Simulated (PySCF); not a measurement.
SiOF, SMILES O=[Si]F, multiplicity 2. Atoms are numbered in the order given.

```xyz
3

Si     0.3790     0.0736     0.0000
O     -0.3441     1.4101     0.0000
F     -0.2836    -1.3679     0.0000
```
Charge 0, spin multiplicity 2.

Geometry: PBE0-D3(BJ)/def2-TZVP.

Calculation: B3LYP/def2-TZVPD (PySCF).

Mulliken values depend strongly on the basis, most of all with diffuse functions as here. Atomic charges (e):

```json
[
 {"atom": "Si1", "Mulliken": "0.55", "meta-Löwdin": "1.18", "Mulliken spin": "0.66"},
 {"atom": "O2", "Mulliken": "-0.36", "meta-Löwdin": "-0.71", "Mulliken spin": "0.29"},
 {"atom": "F3", "Mulliken": "-0.19", "meta-Löwdin": "-0.47", "Mulliken spin": "0.05"}
]
```
